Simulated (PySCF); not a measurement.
**Working out the ionisation energy of C⁺**

C⁺ [He] 2s2 2p1 (2P) → C²⁺ [He] 2s2 (1S). Calculation: PySCF 2.14, in 6-31G*; no relativity, point nucleus. Frozen: 1s2. Energies in hartree (1 hartree = 27.21139 eV):

| part | C⁺ (lower) | C²⁺ (upper) |
| --- | --- | --- |
| UHF | -37.286715 | -36.397259 |
| CCSD correlation | -0.066970 | -0.072123 |
| (T) | -0.000719 | 0.000000 |

Task: What does Hartree-Fock give?

Result: (-36.397259) − (-37.286715) = 0.889456 hartree = 24.203 eV.

Task: What do CCSD and CCSD(T) give?

Result: The CCSD correlation energies differ by -0.005153 hartree = -0.140 eV and the triples by 0.000719 hartree = 0.020 eV, so CCSD gives 24.063 eV and CCSD(T) 24.083 eV.

Measured between the centres of the two terms (NIST): 24.378 eV, so CCSD(T) (valence) is off by -0.295 eV.

The coupled-cluster amplitudes are large, so a single reference is strained.

What remains against the reference includes basis incompleteness, the frozen core and higher excitations.
